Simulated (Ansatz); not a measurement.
Species: C2H9NSi, charge 0, multiplicity 1. 
Geometry from a B3LYP-D3(BJ)/def2-TZVP (Ansatz, a program for electronic structure) optimisation:
```
N
C 1 1.4510
H 2 1.0908 1 110.45
H 2 1.0958 3 107.77 1 -120.60
H 2 1.0997 3 107.98 4 -115.87
C 1 1.4510 2 113.53 3 -176.47
H 6 1.0908 1 110.45 2 176.47
H 6 1.0958 7 107.77 1 120.60
H 6 1.0997 7 107.98 8 115.87
Si 1 1.7214 2 121.04 3 26.82
H 10 1.4817 1 108.01 2 -162.72
H 10 1.4817 11 111.23 7 -142.03
H 10 1.4925 11 107.23 12 -116.95
```

CCSD(T) with Ansatz in growing basis sets, 26 correlated electrons. Correlated levels leave the core frozen unless marked. Open shells are spin-unrestricted. No spin-orbit coupling. Non-relativistic. Costs are ratios of core time to the smallest set, on shared machines of one kind, and rough; they hold the program's checks for lower states.

```
basis        functions  cost over smallest  E(corr) (Eh)  electronic atomisation energy (kcal/mol)
-----------  ---------  ------------------  ------------  ----------------------------------------
cc-pV(D+d)Z        110                  1×       -0.6464                                    1007.4
cc-pV(T+d)Z        255                 10×             ?                                         ?
```

**Question.** What does the step to cc-pV(T+d)Z buy, and how does its cost grow by formal scaling?

**Answer.** Formally CCSD grows as o²v⁴ and (T) as o³v⁴; with o = 13 and v going from 89 to 234 both grow 48-fold in the last step, while integrals and the mean field grow more slowly. That step adds 132.5 mEh of correlation energy and 56.3 kcal/mol to the atomisation energy. Row: E(corr) (Eh) -0.7789, electronic atomisation energy (kcal/mol) 1063.7.
